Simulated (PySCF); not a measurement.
**Spin-rotation constants: `C(C(C)C)[O+](C)[BH2-]F`, C5H14BFO**

Molfile (atoms numbered from 1):
```
C5H14BFO
     RDKit          3D

 22 21  0  0  0  0  0  0  0  0999 V2000
   -2.3550   -0.9774    0.2096 C   0  0  0  0  0  0  0  0  0  0  0  0
   -1.0467   -0.6212   -0.4917 C   0  0  0  0  0  0  0  0  0  0  0  0
   -1.2907    0.3209   -1.6676 C   0  0  0  0  0  0  0  0  0  0  0  0
   -0.0983    0.0397    0.5142 C   0  0  0  0  0  0  0  0  0  0  0  0
    1.1788    0.3314   -0.0588 O   0  0  0  0  0  0  0  0  0  0  0  0
    2.0487   -0.7816   -0.1011 C   0  0  0  0  0  0  0  0  0  0  0  0
    1.9269    1.6726    0.6505 B   0  0  0  0  0  0  0  0  0  0  0  0
    0.9511    2.6277    0.5577 F   0  0  0  0  0  0  0  0  0  0  0  0
   -2.1823   -1.6814    1.0208 H   0  0  0  0  0  0  0  0  0  0  0  0
   -3.0480   -1.4295   -0.4953 H   0  0  0  0  0  0  0  0  0  0  0  0
   -2.8178   -0.0842    0.6220 H   0  0  0  0  0  0  0  0  0  0  0  0
   -0.5937   -1.5462   -0.8662 H   0  0  0  0  0  0  0  0  0  0  0  0
   -0.3473    0.6212   -2.1165 H   0  0  0  0  0  0  0  0  0  0  0  0
   -1.8038    1.2174   -1.3290 H   0  0  0  0  0  0  0  0  0  0  0  0
   -1.9000   -0.1631   -2.4270 H   0  0  0  0  0  0  0  0  0  0  0  0
   -0.5134    1.0028    0.8154 H   0  0  0  0  0  0  0  0  0  0  0  0
    0.0303   -0.5862    1.4066 H   0  0  0  0  0  0  0  0  0  0  0  0
    2.2884   -1.1356    0.9069 H   0  0  0  0  0  0  0  0  0  0  0  0
    1.5960   -1.5901   -0.6776 H   0  0  0  0  0  0  0  0  0  0  0  0
    2.9645   -0.4542   -0.5885 H   0  0  0  0  0  0  0  0  0  0  0  0
    2.1547    1.3563    1.7775 H   0  0  0  0  0  0  0  0  0  0  0  0
    2.8471    1.8804   -0.0693 H   0  0  0  0  0  0  0  0  0  0  0  0
  1  2  1  0
  2  3  1  0
  2  4  1  0
  4  5  1  0
  5  6  1  0
  5  7  1  0
  7  8  1  0
  1  9  1  0
  1 10  1  0
  1 11  1  0
  2 12  1  0
  3 13  1  0
  3 14  1  0
  3 15  1  0
  4 16  1  0
  4 17  1  0
  6 18  1  0
  6 19  1  0
  6 20  1  0
  7 21  1  0
  7 22  1  0
M  CHG  2   5   1   7  -1
M  END
```

Method used: PySCF 2.14.0, GIAO PBE0/pcSseg-1 magnetisability, rotational g tensor and spin-rotation constants, non-relativistic, gas phase. Geometry: GFN2-xTB.

Q: Give the nuclear spin-rotation constants along the inertial axes (H = +C I·J) beside the isotropic shieldings.

A: Rotational constants 2.7304, 1.2016, 1.0303 GHz. A star marks the isotopologue with that one atom substituted, in its own axes.
| atom | isotope | Caa (kHz) | Cbb (kHz) | Ccc (kHz) | mean (kHz) | σ (ppm) |
| --- | --- | --- | --- | --- | --- | --- |
| B7 | 11B | 0.616 | 0.281 | 0.214 | 0.370 | 89.3 |
| F8 | 19F | -0.412 | 1.232 | 1.120 | 0.647 | 358.7 |
| H9 | 1H | -0.299 | -0.080 | -0.032 | -0.137 | 30.8 |
| H10 | 1H | -0.008 | -0.139 | -0.086 | -0.077 | 30.5 |
| H11 | 1H | -0.305 | 0.004 | -0.107 | -0.136 | 31.1 |
| H12 | 1H | -0.270 | 0.014 | -0.104 | -0.120 | 29.8 |
| H13 | 1H | -0.086 | -0.121 | -0.060 | -0.089 | 30.1 |
| H14 | 1H | -0.331 | 0.017 | -0.105 | -0.140 | 31.1 |
| H15 | 1H | -0.033 | -0.138 | -0.079 | -0.083 | 30.7 |
| H16 | 1H | -0.256 | 0.058 | -0.106 | -0.102 | 27.3 |
| H17 | 1H | -0.310 | -0.082 | 0.005 | -0.129 | 28.8 |
| H18 | 1H | -0.285 | -0.108 | 0.019 | -0.125 | 28.7 |
| H19 | 1H | 0.027 | -0.104 | -0.094 | -0.057 | 28.1 |
| H20 | 1H | -0.041 | -0.120 | -0.049 | -0.070 | 27.8 |
| H21 | 1H | -0.200 | -0.098 | 0.025 | -0.091 | 28.4 |
| H22 | 1H | -0.077 | -0.092 | -0.020 | -0.063 | 28.1 |
| C1 | 13C* | 0.390 | 0.182 | 0.139 | 0.237 | 167.2 |
| C2 | 13C* | 0.447 | 0.197 | 0.149 | 0.264 | 158.4 |
| C4 | 13C* | 0.580 | 0.324 | 0.231 | 0.379 | 106.6 |
| O5 | 17O* | -0.181 | -0.101 | -0.100 | -0.127 | 294.9 |
| C6 | 13C* | 0.669 | 0.158 | 0.224 | 0.350 | 129.8 |

For the geometry as given, no vibrational averaging.

Q: How do the rotational constants and the g tensor change when H9, H10, H11, H12, H13, H14, H15, H16, H17, H18, H19, H20, H21, H22 are replaced by deuterium?

A: Constants 2.1981, 1.0061, 0.8775 GHz; g -0.0084, -0.0053, -0.0047, against -0.0097, -0.0063, -0.0052 before.
